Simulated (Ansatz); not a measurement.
Born–Oppenheimer molecular dynamics of H$_{10}$NOPSi$_{2}$ (15 atoms, charge 0, multiplicity 1). It starts from a rough guess of a transition structure, not a stationary point.

The calculation used UKS r2SCAN-D4/6-31G (Ansatz).

```json
{
 "ensemble": "NVE (velocity Verlet)",
 "time step": "0.5 fs",
 "steps asked": "150",
 "starting velocities drawn for": "300 K",
 "seed": "691817"
}
```

Frames 1 fs apart, positions in Å, forces in eV/Å.

Velocities at 25 fs (Å/ps):

```
Si 1.12 1.43 10.24
N 9.69 -3.08 -11.99
O 0.44 2.97 1.36
Si 1.52 -0.38 -5.36
H 25.50 3.52 11.73
H 3.93 6.34 8.79
H -84.65 -14.02 -67.03
P -4.29 -0.85 1.12
H 9.76 42.76 -4.82
H 4.24 -14.32 19.91
H -12.44 -27.87 19.38
H -4.91 -2.32 -15.93
H 4.27 2.31 28.62
H -32.22 -31.38 -20.11
H 2.91 27.59 -5.82
```

```xyz
15
Properties=species:S:1:pos:R:3:forces:R:3 time_fs=25 energy_less_start_eV=-1.024 T=906
Si -0.656 -0.215 0.919 -0.15 0.54 -1.33
N 1.109 -1.147 -0.575 2.26 1.36 -1.13
O -0.514 1.045 -0.452 -0.60 -0.92 0.23
Si -1.030 1.425 -2.095 -0.62 -0.54 0.60
H -1.225 -1.652 0.629 0.32 0.79 -0.03
H -1.811 0.419 1.761 0.57 -0.07 -0.40
H 2.182 -0.901 -0.372 -3.02 -1.10 -0.20
P 1.287 -0.227 2.234 -0.43 0.43 1.08
H 0.914 -2.159 -0.698 0.51 0.76 -0.16
H 0.879 -0.553 -1.431 0.08 -1.32 1.32
H -1.011 2.905 -2.418 0.43 -0.16 0.26
H -0.119 0.647 -3.113 -0.52 0.39 0.52
H -2.556 1.115 -2.364 0.98 -0.18 0.17
H 0.687 0.478 3.420 0.42 -0.50 -0.52
H 1.230 -1.575 2.860 -0.25 0.52 -0.39
15
Properties=species:S:1:pos:R:3:forces:R:3 time_fs=26 energy_less_start_eV=-1.232 T=1022
Si -0.655 -0.214 0.929 -0.10 0.73 -1.48
N 1.120 -1.150 -0.587 -0.26 1.75 -1.03
O -0.514 1.047 -0.450 -0.57 -0.97 0.25
Si -1.029 1.424 -2.100 -0.54 -1.06 0.92
H -1.198 -1.645 0.640 0.21 0.66 -0.06
H -1.804 0.425 1.768 0.54 -0.08 -0.38
H 2.086 -0.920 -0.439 0.66 -0.33 0.82
P 1.282 -0.228 2.236 -0.31 0.75 0.69
H 0.925 -2.114 -0.704 0.00 -1.17 -0.29
H 0.883 -0.573 -1.405 -0.52 -0.56 0.31
H -1.022 2.877 -2.398 0.47 0.37 0.10
H -0.126 0.647 -3.126 -0.52 0.40 0.53
H -2.547 1.117 -2.335 0.83 -0.23 0.07
H 0.657 0.445 3.398 0.36 -0.27 -0.23
H 1.231 -1.546 2.853 -0.25 0.01 -0.23
15
Properties=species:S:1:pos:R:3:forces:R:3 time_fs=27 energy_less_start_eV=-0.708 T=718
Si -0.654 -0.212 0.938 0.04 0.98 -1.63
N 1.130 -1.151 -0.600 -5.75 0.83 -0.66
O -0.514 1.049 -0.449 -0.53 -1.03 0.27
Si -1.028 1.424 -2.105 -0.40 -1.51 1.29
H -1.170 -1.631 0.651 0.07 0.43 -0.12
H -1.793 0.430 1.772 0.44 -0.06 -0.31
H 1.999 -0.941 -0.498 7.50 1.27 1.99
P 1.278 -0.228 2.237 -0.13 1.11 0.18
H 0.937 -2.081 -0.712 -0.52 -3.01 -0.37
H 0.881 -0.598 -1.377 -1.30 0.58 -1.16
H -1.028 2.852 -2.377 0.50 0.91 -0.04
H -0.139 0.650 -3.135 -0.46 0.37 0.48
H -2.531 1.116 -2.305 0.58 -0.29 -0.04
H 0.630 0.409 3.373 0.23 0.01 0.15
H 1.230 -1.516 2.843 -0.25 -0.60 -0.03
15
Properties=species:S:1:pos:R:3:forces:R:3 time_fs=28 energy_less_start_eV=-0.315 T=494
Si -0.653 -0.210 0.947 0.26 1.27 -1.80
N 1.136 -1.152 -0.614 -7.77 -0.44 0.36
O -0.514 1.051 -0.447 -0.50 -1.08 0.29
Si -1.027 1.422 -2.110 -0.22 -1.75 1.67
H -1.140 -1.614 0.661 -0.09 0.12 -0.18
H -1.777 0.435 1.772 0.29 0.00 -0.21
H 1.981 -0.951 -0.538 10.25 1.91 2.14
P 1.274 -0.228 2.239 0.07 1.43 -0.34
H 0.944 -2.076 -0.724 -0.64 -3.38 -0.33
H 0.868 -0.617 -1.361 -1.88 1.57 -2.39
H -1.029 2.837 -2.356 0.50 1.31 -0.15
H -0.155 0.657 -3.139 -0.35 0.28 0.36
H -2.508 1.112 -2.275 0.24 -0.35 -0.15
H 0.605 0.373 3.350 0.06 0.30 0.56
H 1.227 -1.492 2.833 -0.23 -1.19 0.16
15
Properties=species:S:1:pos:R:3:forces:R:3 time_fs=29 energy_less_start_eV=-0.854 T=800
Si -0.652 -0.207 0.955 0.55 1.55 -2.00
N 1.137 -1.153 -0.627 -2.12 -0.47 1.09
O -0.515 1.052 -0.445 -0.46 -1.12 0.29
Si -1.026 1.420 -2.113 -0.02 -1.66 2.05
H -1.111 -1.595 0.669 -0.26 -0.23 -0.25
H -1.758 0.440 1.770 0.10 0.07 -0.07
H 2.055 -0.944 -0.559 4.06 0.52 1.20
P 1.269 -0.228 2.240 0.27 1.60 -0.72
H 0.945 -2.102 -0.739 -0.26 -1.99 -0.19
H 0.837 -0.622 -1.366 -1.70 1.59 -2.30
H -1.025 2.833 -2.336 0.49 1.42 -0.20
H -0.175 0.667 -3.139 -0.18 0.15 0.19
H -2.484 1.105 -2.247 -0.16 -0.41 -0.25
H 0.581 0.340 3.333 -0.10 0.53 0.92
H 1.222 -1.480 2.825 -0.21 -1.57 0.27
15
Properties=species:S:1:pos:R:3:forces:R:3 time_fs=30 energy_less_start_eV=-1.051 T=918
Si -0.650 -0.204 0.963 0.83 1.78 -2.20
N 1.137 -1.155 -0.640 2.00 -0.37 0.50
O -0.516 1.052 -0.443 -0.42 -1.15 0.27
Si -1.024 1.418 -2.117 0.14 -1.19 2.39
H -1.085 -1.579 0.675 -0.41 -0.55 -0.31
H -1.738 0.445 1.768 -0.12 0.16 0.08
H 2.169 -0.931 -0.569 -1.54 -0.59 0.32
P 1.265 -0.227 2.241 0.39 1.51 -0.80
H 0.944 -2.147 -0.756 0.27 0.00 -0.06
H 0.790 -0.613 -1.392 -0.71 0.62 -0.94
H -1.016 2.843 -2.318 0.46 1.20 -0.21
H -0.197 0.678 -3.138 0.03 -0.01 -0.04
H -2.461 1.094 -2.221 -0.55 -0.45 -0.34
H 0.556 0.312 3.324 -0.18 0.65 1.12
H 1.215 -1.482 2.819 -0.18 -1.60 0.23
15
Properties=species:S:1:pos:R:3:forces:R:3 time_fs=31 energy_less_start_eV=-0.726 T=730
Si -0.649 -0.201 0.970 1.04 1.89 -2.40
N 1.138 -1.156 -0.652 2.92 -0.42 -0.49
O -0.517 1.051 -0.441 -0.39 -1.18 0.23
Si -1.024 1.415 -2.119 0.20 -0.49 2.69
H -1.063 -1.567 0.678 -0.52 -0.77 -0.34
H -1.720 0.452 1.766 -0.32 0.25 0.22
H 2.270 -0.923 -0.574 -3.95 -0.94 -0.20
P 1.260 -0.226 2.242 0.41 1.19 -0.54
H 0.945 -2.192 -0.774 0.62 1.50 0.01
H 0.737 -0.598 -1.427 0.44 -0.48 0.54
H -1.004 2.864 -2.302 0.40 0.72 -0.18
H -0.218 0.689 -3.136 0.25 -0.18 -0.28
H -2.443 1.079 -2.198 -0.83 -0.46 -0.40
H 0.529 0.290 3.325 -0.14 0.64 1.09
H 1.206 -1.500 2.815 -0.15 -1.27 0.05
15
Properties=species:S:1:pos:R:3:forces:R:3 time_fs=32 energy_less_start_eV=-0.342 T=505
Si -0.647 -0.196 0.976 1.10 1.86 -2.57
N 1.141 -1.158 -0.665 2.75 -0.48 -1.11
O -0.519 1.050 -0.438 -0.35 -1.19 0.19
Si -1.022 1.412 -2.120 0.16 0.24 2.91
H -1.046 -1.563 0.677 -0.56 -0.81 -0.34
H -1.704 0.462 1.767 -0.47 0.30 0.32
H 2.334 -0.925 -0.582 -4.74 -0.96 -0.48
P 1.256 -0.225 2.243 0.31 0.75 -0.02
H 0.952 -2.223 -0.791 0.76 2.26 0.04
H 0.687 -0.587 -1.458 1.30 -1.17 1.46
H -0.987 2.893 -2.288 0.33 0.15 -0.15
H -0.237 0.698 -3.138 0.44 -0.33 -0.48
H -2.433 1.060 -2.180 -0.95 -0.42 -0.43
H 0.501 0.274 3.337 0.03 0.51 0.86
H 1.195 -1.529 2.812 -0.11 -0.71 -0.20
15
Properties=species:S:1:pos:R:3:forces:R:3 time_fs=33 energy_less_start_eV=-0.209 T=426
Si -0.644 -0.191 0.981 1.01 1.68 -2.70
N 1.145 -1.161 -0.678 2.50 -0.49 -1.35
O -0.520 1.048 -0.436 -0.31 -1.18 0.15
Si -1.021 1.409 -2.121 0.01 0.80 3.04
H -1.034 -1.567 0.674 -0.55 -0.66 -0.29
H -1.693 0.474 1.770 -0.54 0.30 0.35
H 2.354 -0.935 -0.594 -4.88 -0.83 -0.62
P 1.252 -0.223 2.244 0.15 0.30 0.60
H 0.967 -2.233 -0.808 0.71 2.40 0.07
H 0.650 -0.587 -1.475 1.78 -1.40 1.84
H -0.967 2.922 -2.275 0.23 -0.39 -0.12
H -0.252 0.704 -3.144 0.56 -0.42 -0.59
H -2.432 1.036 -2.165 -0.86 -0.33 -0.44
H 0.473 0.263 3.358 0.26 0.33 0.51
H 1.184 -1.565 2.806 -0.08 -0.10 -0.43
15
Properties=species:S:1:pos:R:3:forces:R:3 time_fs=34 energy_less_start_eV=-0.419 T=550
Si -0.641 -0.186 0.985 0.76 1.43 -2.78
N 1.152 -1.163 -0.692 2.30 -0.42 -1.30
O -0.522 1.045 -0.433 -0.28 -1.16 0.09
Si -1.020 1.406 -2.120 -0.19 1.09 3.04
H -1.027 -1.577 0.667 -0.49 -0.36 -0.21
H -1.687 0.489 1.777 -0.50 0.24 0.31
H 2.326 -0.954 -0.612 -4.56 -0.58 -0.62
P 1.248 -0.221 2.245 0.00 -0.08 1.16
H 0.988 -2.220 -0.825 0.51 1.96 0.09
H 0.630 -0.600 -1.474 1.90 -1.27 1.80
H -0.945 2.948 -2.264 0.14 -0.82 -0.11
H -0.262 0.706 -3.156 0.57 -0.41 -0.57
H -2.439 1.009 -2.155 -0.60 -0.18 -0.44
H 0.448 0.255 3.383 0.50 0.14 0.14
H 1.171 -1.603 2.797 -0.05 0.43 -0.59
15
Properties=species:S:1:pos:R:3:forces:R:3 time_fs=35 energy_less_start_eV=-0.844 T=799
Si -0.638 -0.180 0.989 0.39 1.17 -2.79
N 1.160 -1.166 -0.707 1.72 -0.27 -0.97
O -0.524 1.042 -0.431 -0.25 -1.13 0.04
Si -1.019 1.403 -2.119 -0.37 1.12 2.89
H -1.025 -1.590 0.659 -0.41 0.01 -0.10
H -1.686 0.506 1.787 -0.39 0.12 0.21
H 2.256 -0.977 -0.636 -3.27 -0.11 -0.47
P 1.244 -0.219 2.246 -0.12 -0.35 1.60
H 1.014 -2.189 -0.841 0.15 0.83 0.10
H 0.627 -0.625 -1.457 1.59 -0.76 1.31
H -0.922 2.966 -2.253 0.05 -1.10 -0.10
H -0.266 0.705 -3.173 0.49 -0.32 -0.41
H -2.452 0.981 -2.148 -0.25 -0.02 -0.43
H 0.428 0.249 3.409 0.70 -0.01 -0.19
H 1.159 -1.636 2.782 -0.02 0.82 -0.68
15
Properties=species:S:1:pos:R:3:forces:R:3 time_fs=36 energy_less_start_eV=-1.056 T=918
Si -0.635 -0.173 0.991 -0.04 0.95 -2.74
N 1.169 -1.169 -0.723 -0.56 -0.35 -0.24
O -0.527 1.038 -0.428 -0.22 -1.09 -0.01
Si -1.018 1.401 -2.116 -0.48 0.93 2.64
H -1.027 -1.603 0.649 -0.32 0.35 0.00
H -1.688 0.524 1.799 -0.22 -0.02 0.07
H 2.156 -1.002 -0.665 0.43 0.83 -0.08
P 1.240 -0.217 2.248 -0.17 -0.54 1.89
H 1.041 -2.151 -0.855 -0.34 -0.98 0.04
H 0.640 -0.657 -1.427 0.68 0.22 0.25
H -0.898 2.974 -2.244 -0.04 -1.23 -0.10
H -0.266 0.700 -3.194 0.34 -0.17 -0.16
H -2.468 0.952 -2.146 0.10 0.16 -0.41
H 0.414 0.242 3.433 0.83 -0.13 -0.45
H 1.146 -1.661 2.760 0.01 1.07 -0.71
```

Of the whole run (75 fs, mean temperature of the second half 786 K): The conserved energy stayed within 1.4 meV per atom of its start (net change -0.51 meV per atom), so the integration is sound. The kinetic energy rose, since the run started high on the potential surface and went downhill. It ends in pieces (H3N + H7OPSi2), so much of that is their flight and rotation, not heat. A run of 0.075 ps of so small a system gives no equilibrium averages. The orbitals were unrestricted but ended closed-shell. Limits of this set-up: no polarisation functions.

Run time: 34 min on 2 threads of Arm Neoverse N1, on a shared host, peak memory 0.25 GiB.
